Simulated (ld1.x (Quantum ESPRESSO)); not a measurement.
## technetium (Tc), TM: configuration errors across variants

- Element: Tc
- Generator: ld1.x (Quantum ESPRESSO) 7.5
- Type: norm-conserving Troullier–Martins (Kleinman–Bylander form)
- Functional: PBE
- Relativity: scalar-relativistic
- Frozen core: [Kr]
- Valence charge: 7
- Reference configuration: 4d5 5s2 5p0
- Partial waves: 5s (bound): rc 2.30 bohr; 4d (bound): rc 2.30 bohr; 5p (bound, empty): rc 2.95 bohr
- Local potential: the p channel
- Core correction: a·sin(br)/r model core, default radius (core density twice the valence density)

All-electron excitation energies from the reference (eV): (1) 4d5 5s1 5p0 8.153; (2) 4d5 5s0 5p0 23.004; (3) 4d4 5s0 5p0 51.710; (4) 4d5 5s0 5p1 12.735; (5) 4d4 5s2 5p0 11.642; (6) 4d5 5s0 5p2 7.711; (7) 4d6 5s0 5p0 6.165.

The default core radius of the base comes out at 1.32 bohr.

Tests that are not counted but printed errors over 1 eV. “all radii but the core radius scaled by about 0.91 (s 2.10, p 2.68, d 2.10 bohr)”: 4d4 5s2 5p0 (solver errors, printed error -277 eV).

3 further variants failed, have other tests or another functional or relativity, and are left out.

A true bound ghost makes a file unfit for plane-wave use even where its test errors are small: the radial tests pick states by their node count and pass the ghost by. Where a test does run into it, the solver fails or the error is huge.

Errors AE − PS in meV (a dash: test not solved or not reliable):

| change | (1) | (2) | (3) | (4) | (5) | (6) | (7) | bound ghosts |
| --- | --- | --- | --- | --- | --- | --- | --- | --- |
| base | -6.6 | -55 | -343 | -18 | -97 | -14 | -181 | none |
| core correction a·sin(br)/r model core inside 2.00 bohr | -4.8 | -44 | -317 | -13 | -74 | -12 | -146 | none |
| wave 5p (bound): rc 2.95 bohr becomes 5p (bound): rc 2.76 bohr | -0.1 | -54 | -343 | -15 | +72 | -12 | -182 | none |
| wave 4d (bound): rc 2.30 bohr becomes 4d (bound): rc 1.80 bohr | -7.3 | -57 | -349 | -19 | -113 | -14 | -203 | none |
| wave 5s (bound): rc 2.30 bohr becomes 5s (bound): rc 2.00 bohr | -3.4 | -42 | -398 | -12 | -71 | -13 | -126 | none |
| wave 4d (bound): rc 2.30 bohr becomes 4d (bound): rc 2.42 bohr | -6.4 | -54 | -340 | -17 | -90 | -14 | -170 | none |
| wave 5p (bound): rc 2.95 bohr becomes 5p (bound): rc 4.18 bohr | +0.9 | -57 | -362 | +0.1 | +47 | +2.5 | -182 | none |
| all radii but the core radius scaled by about 0.91 (s 2.10, p 2.68, d 2.10 bohr) | +101 | -46 | -377 | -9.5 | – | -8.7 | -161 | s |

(1) Give the same row for: all radii but the core radius scaled by about 1.36 (s 3.14, p 4.02, d 3.14 bohr).

## Answers

(1) -2.6, -77, -354, -16, +72, -12, -50; bound ghosts: none.
